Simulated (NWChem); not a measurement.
Molecule: arsine (AsH3); SMILES [AsH3]

```xyz
4

As     0.0058    -0.0041     0.0528
H     -1.2938     0.4134    -0.6263
H      0.8276     0.9380    -0.8199
H      0.2038    -1.1631    -0.9179
```
Atoms are numbered in this order, from 1.

Computed with NWChem. Coordinates come from a PBE0/def2-SVP optimisation. Ions are spin-unrestricted doublets at the neutral geometry; other ion states weren't tried.

For level PBE/def2-SVP:

```yaml
"−ε(HOMO) (eV)": 6.61
```

Task: How do the values read with level CAM-B3LYP/def2-SVP instead?

Result: 
- −ε(HOMO) (eV): 9.05
